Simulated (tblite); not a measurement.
Species: C₄H₇N₃.
Atom-mapped SMILES: `[CH3:1][c:2]1[cH:3][n:4]([CH3:5])[n:6][n:7]1` (hydrogens: H8, H9, H10 on C1; H11 on C3; H12, H13, H14 on C5)

Computed geometry: GFN2-xTB, gas phase.

Problem. Give the optimised bond lengths and angles.

Solution. 
| bond | length (Å) | order |
| --- | --- | --- |
| C1–C2 | 1.485 | single |
| C2–C3 | 1.380 | aromatic |
| C3–N4 | 1.354 | aromatic |
| N4–C5 | 1.432 | single |
| N4–N6 | 1.326 | aromatic |
| N6–N7 | 1.279 | aromatic |
| C2–N7 | 1.351 | aromatic |
| C1–H8, C1–H9, C1–H10 | 1.088 | single |
| C3–H11 | 1.070 | single |
| C5–H12, C5–H13, C5–H14 | 1.090 | single |

Bonds in one row agree within 0.01 Å and their mean is given. Orders are formal, as drawn. A selection of angles:
| angle | degrees |
| --- | --- |
| C2–C1–H8 | 110.5 |
| C2–C1–H9 | 110.1 |
| H8–C1–H9 | 108.7 |
| H9–C1–H10 | 108.1 |
| C1–C2–C3 | 130.0 |
| C1–C2–N7 | 122.7 |
| C3–C2–N7 | 107.2 |
| C2–C3–N4 | 104.5 |
| C2–C3–H11 | 132.7 |
| N4–C3–H11 | 122.8 |
| C3–N4–C5 | 128.6 |
| C3–N4–N6 | 109.7 |
| C5–N4–N6 | 121.7 |
| N4–C5–H12 | 107.6 |
| N4–C5–H13 | 110.5 |
| H12–C5–H13 | 109.6 |
| N4–N6–N7 | 108.9 |
| C2–N7–N6 | 109.6 |

N4 (pyrrole-type nitrogen) is planar (angles 128.6°, 121.7° and 109.7°, sum 360.0°, 0.00 Å off the plane of its three neighbours). The 2 C–C bonds span 1.380 Å (C2–C3, aromatic) to 1.485 Å (C1–C2, drawn single), a spread of 0.105 Å. The N–N distances run from 1.279 Å (N6–N7, aromatic) to 1.326 Å (N4–N6, aromatic), a spread of 0.047 Å. The C–N distances run from 1.351 Å (C2–N7, aromatic) to 1.432 Å (N4–C5, drawn single), a spread of 0.081 Å. The 5-membered ring C2–C3–N4–N6–N7 has internal angles of 104.5° to 109.7° (sum 540°, against 540° for a flat polygon); it is planar, 0.00 Å rms from its mean plane, widest ring torsion 0°. N6 (pyridine-type nitrogen) is bent (angle 108.9°). The 7 heavy atoms lie in one plane (0.005 Å rms).

Its GFN2-xTB frequencies are all real (lowest 22 cm⁻¹). 2 starts were optimised and ended at 0.00 and 0.49 kcal/mol (GFN2-xTB); the lowest of these is shown.
